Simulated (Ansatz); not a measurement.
Process, species as SMILES: C[O][GeH]([O]C)[O]C + 6 [H][H] (H2) → 3 C (CH4) + [GeH4] (GeH4) + 3 O (H2O)
Each molecule is optimised on its own at B3LYP-D3(BJ)/def2-TZVP (Ansatz, a first-principles code), one conformer each, not searched for the lowest.

Quantity: energy of full hydrogenation (electronic energy difference), in kcal/mol. Valence correlation only, unless marked. Spin-orbit coupling is left out. Frozen are the shells of the preceding noble gas and the d and f shells that filled before the atom's block. No relativistic terms. CBS(X,Y): correlation extrapolated as X^-3; Hartree-Fock from the larger set. The bracket is a focal-point correction in the basis named.

```json
[
 {"level": "r2SCAN0-D4/def2-TZVPD", "program": "Ansatz + dftd4", "energy of full hydrogenation (kcal/mol)": "-79.4"},
 {"level": "CAM-B3LYP-D4/def2-TZVPD", "program": "Ansatz + dftd4", "energy of full hydrogenation (kcal/mol)": "-77.6"},
 {"level": "wB97M-V/def2-TZVPD", "program": "Ansatz", "energy of full hydrogenation (kcal/mol)": "-78.7"},
 {"level": "MP2/6-31G*", "program": "Ansatz", "energy of full hydrogenation (kcal/mol)": "-39.8"},
 {"level": "MP2/cc-pVDZ", "program": "Ansatz", "energy of full hydrogenation (kcal/mol)": "-73.3"},
 {"level": "SCS-MP2/6-31G*", "program": "Ansatz", "energy of full hydrogenation (kcal/mol)": "-44.3"},
 {"level": "RI-MP2/CBS(aug-cc-pVTZ,aug-cc-pVQZ)+[CCSD(T)-MP2]/aug-cc-pVTZ", "program": "Ansatz", "energy of full hydrogenation (kcal/mol)": "-75.5"}
]
```
